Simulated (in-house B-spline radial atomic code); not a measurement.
Configurations of Sb2+, with energies counted from [Kr] 4d10 5s2 5p1. Level of theory: non-relativistic wB97X, spin-polarised, spherical fractional occupations, point nucleus; calculated with an all-electron radial atomic-structure program (B-spline basis). Shells without spins written out take the highest spin.

Caution: exact exchange at fractional occupations of open shells leaves self-interaction of up to several eV.

Occupations are held fixed; configurations that lie above the ionisation limit could autoionise.

```
                                               configuration  E - E(ref) (eV)  highest orbital  its <r> (bohr)
                                           [Kr] 4d10 5s2 6p1           12.621            6p up            5.74
                              [Kr] 4d10 5s2 6f(1 up, 0 down)           19.133            6f up           15.26
[Kr] 4d10 5s(0 up, 1 down) 5p(1 up, 0 down) 6s(0 up, 1 down)           19.946          6s down           4.683
                                       [Kr] 4d10 5s1 5p1 6d1           25.955            6d up           7.691
                                       [Kr] 4d10 5s1 5p1 6f1           29.237            6f up           14.73
                                        [Kr] 4d9 5s2 5p1 6s1           52.757            6s up           4.587
```

Order these further configurations by energy, lowest first.
A. [Kr] 4d10 4f(0 up, 1 down) 5s2
B. [Kr] 4d10 5s1 5p1 6s1
C. [Ar] 3d(5 up, 4 down) 4s2 4p6 4d10 4f(1 up, 0 down) 5s2 5p(1 up, 0 down)
D. [Kr] 4d10 5s1 5p1 6p1
E. [Kr] 4d9 5s2 5p2

A (15.796 eV), B (18.979 eV), D (22.663 eV), E (39.552 eV), C (566.54 eV).

How far above the reference does [Ar] 3d10 4s2 4p5 4d10 5s2 5p1 6s1 lie?

118.97 eV; its least bound orbital is 6s up with <r> = 4.58 bohr.
